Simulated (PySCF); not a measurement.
H$_{2}$O$_{2}$Zn, charge +1, doublet, geometry from GFN2-xTB (such geometries of metal compounds can be far from the true shape) (a state made from the parent by changing its charge; the spin is typed, not shown lowest). Base run: DF-HF/pcseg-1 (PySCF).

Input for PySCF:
```python
from pyscf import gto, scf

mol = gto.Mole()
mol.atom = '''
    Zn   -0.000028    0.184102    0.034168
    O     1.253567   -0.164068   -1.100299
    H     1.916814    0.381806   -1.565116
    O    -1.253460   -0.548318    0.968087
    H    -1.916841   -0.205776    1.597785
'''
mol.basis = 'pcseg-1'
mol.charge = 1
mol.spin = 1
mol.verbose = 4
mol.build()

mf = scf.UHF(mol)
mf = mf.density_fit(auxbasis='def2-universal-jkfit')
mf.kernel()
mf.analyze()
```

The base run was repeated with changes; each row names its change, and settings that it needs were set with it.

```tsv
change	basis functions	E (Eh)	HOMO (eV)
base	69	-1928.04846	-14.26
basis = STO-3G	30	-1906.11087	-14.52
basis = LANL2DZ	40	-214.00837	-13.44
basis = pcseg-0	46	-1923.90860	-13.64
basis = pc-1	69	-1928.17542	-14.27
basis = def2-SVPD	96	-1927.98938	-14.14
basis = def2-TZVP	122	-1928.40118	-14.02
basis = pc-2	144	-1928.41187	-14.07
basis = def2-TZVPD	149	-1928.40340	-14.02
basis = def2-TZVPP	154	-1928.40503	-14.02
basis = cc-pVTZ	156	-1928.43926	-14.02
basis = aug-cc-pVTZ	231	-1928.44420	-14.05
basis = def2-QZVP	258	-1928.45608	-14.03
```

Totals compare only among sets that treat the same electrons; sets with core potentials leave the core out.

Open shells are given as the SCF converged; they aren't shown to be the lowest states, and a large step between rows can be another state.
